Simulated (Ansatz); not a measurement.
input.yaml

```yaml
crystal:
  periodic: [false, false, false]
  atoms:
    - { symbol: B, position_ang: [-1.101903, 1.093482, -1.016218] }
    - { symbol: Sn, position_ang: [0.602588, 0.444864, 0.282624] }
    - { symbol: Mg, position_ang: [0.500434, -2.252674, 0.924039] }
    - { symbol: H, position_ang: [-2.140071, 1.452029, -0.536301] }
    - { symbol: H, position_ang: [-1.032273, 1.009282, -2.209875] }
    - { symbol: H, position_ang: [0.627617, 1.368337, 1.732637] }
    - { symbol: H, position_ang: [2.099394, 0.781599, -0.493532] }
    - { symbol: H, position_ang: [0.444215, -3.896939, 1.316636] }
basis:
  gaussian: { orbitals: def2-SVP }
hamiltonian:
  xc: { name: BHLYP }
neb:
  order_check: false
  images: 5
  f_tol: 0.03
  max_iterations: 60
  final_atoms:
    - { symbol: B, position_ang: [-1.10176669, 1.09195858, -1.01577262] }
    - { symbol: Sn, position_ang: [0.60426814, 0.44631338, 0.28261872] }
    - { symbol: Mg, position_ang: [0.49985227, -2.25100389, 0.92203535] }
    - { symbol: H, position_ang: [-1.03266025, 1.00695102, -2.20965217] }
    - { symbol: H, position_ang: [-2.14062462, 1.44843865, -0.53540925] }
    - { symbol: H, position_ang: [0.6294242, 1.36790123, 1.7334762] }
    - { symbol: H, position_ang: [2.10083981, 0.78437015, -0.49261467] }
    - { symbol: H, position_ang: [0.44066814, -3.89494913, 1.31532844] }
  initial_path:
    images:
      - { positions_ang: [[-1.101903, 1.093482, -1.016218], [0.602588, 0.444864, 0.282624], [0.500434, -2.252674, 0.924039], [-2.140071, 1.452029, -0.536301], [-1.032273, 1.009282, -2.209875], [0.627617, 1.368337, 1.732637], [2.099394, 0.781599, -0.493532], [0.444215, -3.896939, 1.316636]] }
      - { positions_ang: [[-1.07214887, 1.21775499, -1.06234933], [0.37782995, 0.26132856, 0.19957264], [0.53085068, -2.32110088, 0.92329698], [-1.79339736, 1.81697489, -0.6028247], [-1.20269846, 1.07519346, -2.19171076], [0.41834766, 1.11955908, 1.68871929], [1.93633247, 0.59262693, -0.41944195], [0.80488494, -3.76235702, 1.46474783]] }
      - { positions_ang: [[-1.04239475, 1.34202797, -1.10848065], [0.15307189, 0.07779311, 0.11652128], [0.56126736, -2.38952776, 0.92255496], [-1.44672373, 2.18192078, -0.66934841], [-1.37312393, 1.14110492, -2.17354652], [0.20907833, 0.87078116, 1.64480158], [1.77327095, 0.40365486, -0.34535189], [1.16555487, -3.62777504, 1.61285965]] }
      - { positions_ang: [[-1.01264062, 1.46630096, -1.15461198], [-0.07168616, -0.10574233, 0.03346992], [0.59168404, -2.45795464, 0.92181295], [-1.10005009, 2.54686667, -0.73587211], [-1.54354939, 1.20701638, -2.15538228], [-0.00019101, 0.62200324, 1.60088387], [1.61020942, 0.21468278, -0.27126184], [1.52622481, -3.49319307, 1.76097148]] }
      - { positions_ang: [[-1.04234931, 1.34152017, -1.10833219], [0.15363194, 0.07827624, 0.11651952], [0.56107345, -2.38897106, 0.92188708], [-1.07758681, 2.03356145, -1.22713213], [-1.74257447, 1.28749047, -1.61539127], [0.20968073, 0.87063591, 1.64508131], [1.77375288, 0.40457857, -0.34504611], [1.16437259, -3.62711175, 1.6124238]] }
      - { positions_ang: [[-1.072058, 1.21673937, -1.06205241], [0.37895004, 0.26229481, 0.19956912], [0.53046286, -2.31998747, 0.92196121], [-1.05512353, 1.52025624, -1.71839215], [-1.94159955, 1.36796456, -1.07540026], [0.41955247, 1.11926857, 1.68927875], [1.93729635, 0.59447436, -0.41883039], [0.80252037, -3.76103044, 1.46387612]] }
      - { positions_ang: [[-1.10176669, 1.09195858, -1.01577262], [0.60426814, 0.44631338, 0.28261872], [0.49985227, -2.25100389, 0.92203535], [-1.03266025, 1.00695102, -2.20965217], [-2.14062462, 1.44843865, -0.53540925], [0.6294242, 1.36790123, 1.7334762], [2.10083981, 0.78437015, -0.49261467], [0.44066814, -3.89494913, 1.31532844]] }
```

Run as:

```bash
$ ansatz run input.yaml --threads 1 --pin off --max-ram 2048MiB --backend cpu --events-out ev --progress --plain --runs-dir out
```

Hardware: 1 thread of Intel(R) Xeon(R) Platinum 8488C (Sapphire Rapids) (shared host).

Task: Roughly how long does this run take, and how much memory?

Result: 3.2 min, with a peak of 0.19 GiB, for 12 band iterations.
